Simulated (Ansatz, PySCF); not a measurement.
Gas-phase reaction in SMILES: CC[N](C)[GeH3] [N-germyl-N-methylethanamine] + H+ -> CC[NH+](C)[GeH3]
Structures are relaxed separately at B3LYP-D3(BJ)/def2-TZVP in Ansatz (a quantum-chemistry and plane-wave program), one conformer each, not searched for the lowest. Frequencies are from Ansatz or PySCF.
Geometry of the first species:
SMILES: CC[N](C)[GeH3]
```xyz
16

C      2.3849    -0.0002    -0.2707
C      1.3470    -1.1065    -0.1619
N     -0.0063    -0.6758    -0.4928
C     -0.9269    -1.8017    -0.5410
Ge    -0.6752     0.8542     0.3220
H      3.3848    -0.4120    -0.1257
H      2.2405     0.7748     0.4848
H      2.3439     0.4721    -1.2534
H      1.6123    -1.9097    -0.8598
H      1.3938    -1.5538     0.8466
H     -1.9236    -1.4694    -0.8327
H     -0.5853    -2.5247    -1.2894
H     -1.0140    -2.3395     0.4173
H      0.1054     2.0849    -0.1612
H     -2.1476     0.9439    -0.1083
H     -0.5882     0.7805     1.8696
```

Wanted: proton affinity (0 K, with B3LYP-D3(BJ) harmonic zero-point energies), positive where the reaction releases energy, in kJ/mol. Correlated levels leave the core frozen unless marked. No spin-orbit coupling. The frozen core is the preceding noble-gas configuration, with the filled d and f shells of earlier blocks. Non-relativistic. CBS(X,Y): correlation extrapolated as X^-3; Hartree-Fock from the larger set.

```csv
level,program,proton affinity (kJ/mol),minus last row
BLYP-D3(BJ)/def2-TZVPD,Ansatz + dftd3,961.3,1.1
HSE06-D3(BJ)/def2-TZVPD,Ansatz + dftd3,960.2,0.0
CAM-B3LYP/def2-TZVPD,Ansatz,953.1,-7.1
PBE-QIDH/def2-TZVPD,Ansatz,958.6,-1.6
CCSD/cc-pVTZ,Ansatz,972.2,12.0
CCSD(T)/cc-pVQZ,Ansatz,963.0,2.8
"CCSD(T)/CBS(cc-pVTZ,cc-pVQZ)",Ansatz,960.2,0.0
```
